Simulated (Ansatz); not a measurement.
C$_{6}$H$_{13}$O$_{3}$ (SMILES COC[CH]OCCOC), doublet, geometry from GFN2-xTB; MP2/STO-3G (Ansatz, a quantum-chemistry and plane-wave program).

The Ansatz input:
Ansatz 0.2 input:
```yaml
crystal:
  periodic: [false, false, false]
  atoms:
    - {symbol: C, position_ang: [3.36064233, 1.13411996, 0.15655927]}
    - {symbol: O, position_ang: [2.62953146, 0.11588340, 0.78942330]}
    - {symbol: C, position_ang: [2.22133277, -0.94172670, -0.09804301]}
    - {symbol: C, position_ang: [1.25314828, -0.53894923, -1.14089440]}
    - {symbol: O, position_ang: [0.00129196, -0.06426956, -0.88193957]}
    - {symbol: C, position_ang: [-0.48688719, -0.17092261, 0.43625535]}
    - {symbol: C, position_ang: [-1.86297788, 0.48259182, 0.49499214]}
    - {symbol: O, position_ang: [-2.83009356, -0.44972084, 0.07609765]}
    - {symbol: C, position_ang: [-4.12156186, 0.09347466, 0.00147380]}
    - {symbol: H, position_ang: [4.26124644, 0.73273269, -0.32464664]}
    - {symbol: H, position_ang: [3.64877088, 1.83563462, 0.93738071]}
    - {symbol: H, position_ang: [2.75890333, 1.65451577, -0.59736372]}
    - {symbol: H, position_ang: [3.10977918, -1.36258816, -0.58736420]}
    - {symbol: H, position_ang: [1.80054811, -1.68820087, 0.58400122]}
    - {symbol: H, position_ang: [1.56855606, -0.28421466, -2.13716396]}
    - {symbol: H, position_ang: [0.20109800, 0.32322106, 1.13334684]}
    - {symbol: H, position_ang: [-0.59097708, -1.22575139, 0.72067255]}
    - {symbol: H, position_ang: [-1.87143081, 1.36632226, -0.15998179]}
    - {symbol: H, position_ang: [-2.07479961, 0.80865985, 1.52579531]}
    - {symbol: H, position_ang: [-4.45427923, 0.46529645, 0.97939490]}
    - {symbol: H, position_ang: [-4.16687391, 0.91790725, -0.72102446]}
    - {symbol: H, position_ang: [-4.77855904, -0.71020645, -0.32375694]}
basis:
  gaussian:
    orbitals: STO-3G
magnetization: {spin_polarized: true, initial_magnetization: 1}
correlation: {method: mp2}
```

Output, abridged:

```
Functional definition: HF
842 factors; integrals over basis functions are off by at most 4.9e-5 eV
mean field evaluation 1: about -12334.6048 eV, gradient 2.5e1 eV
mean field evaluation 2: about -12335.2863 eV, gradient 2.5e1 eV
mean field evaluation 4: about -12339.6685 eV, gradient 2.1e0 eV
mean field evaluation 8: about -12339.7407 eV, gradient 1.1e-1 eV
mean field -12339.74098422 eV, -453.4771169932 hartree, gradient 2.1e-6 eV, S^2 0.762452; 0 other end points of the search recorded, 0 dependent functions left out
9 core orbitals not correlated
reference -12339.74098422 eV, -453.4771169932 hartree; 28, 27 occupied and 21, 22 virtual orbitals, 842 factors
second order -10.79592413 eV of doubles, -0.00000000 eV of singles
Total energy: -12350.53690835 eV, -453.8738598874 hartree
```
